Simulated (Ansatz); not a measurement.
# Abstraction of H: HOCN + C2H2I → NCO + C2H3I

Gas-phase species: HOCN (cyanic acid) `N#CO`, singlet; C2H2I `[H]/[C]=C\I`, doublet; NCO (nco radical) `[N]=C=O`, doublet; C2H3I (vinyl iodide) `C=CI`, singlet. A radical takes H: the energy is the difference in strength between the O–H bond broken and the C–H bond made.

Shapes, held fixed at every level: PBE0-D4/def2-TZVP. Programs: Ansatz 0.2.0. The zero-point and thermal change to 298 K, harmonic and unscaled (PBE0-D4/def2-TZVP), is +4.2 kJ/mol.

Task: Estimate ΔH(298 K) of this reaction.

Result: B2PLYP/def2-TZVPP gives ΔH(298 K) = -97.9 kJ/mol; the levels span -109.4 to -97.9. The median of the levels is -103.0. No measured value is set beside it here. Spin contamination: C2H2I (⟨S²⟩ up to 0.98), NCO (⟨S²⟩ up to 0.84). Open shells run unrestricted. For atoms past krypton def2 sets carry core potentials with scalar relativity. Outer-core shells of I are correlated, in sets that cover them unevenly. B2PLYP/def2-TZVPP lies outside the range of the other correlated levels here, so it shouldn't be taken on trust. Times are processor times on shared x86 and Arm servers, and rough.

```
                level                    kind  ΔH(298 K) (kJ/mol)  CPU time (sum over the molecules)
          HF/def2-SVP            Hartree–Fock               -99.8                                  –
    PBE-D4/def2-TZVPP                     GGA              -103.8                               36 s
  BHLYP-D4/def2-TZVPP           global hybrid              -106.5                               20 s
   PBE0-D4/def2-TZVPP           global hybrid              -103.1                               20 s
r2SCAN0-D4/def2-TZVPP           global hybrid              -103.0                               45 s
   wB97M-V/def2-TZVPP  range-separated hybrid              -101.9                               72 s
   wB97X-V/def2-TZVPP  range-separated hybrid              -109.4                               58 s
    B2PLYP/def2-TZVPP           double hybrid               -97.9                               31 s
```
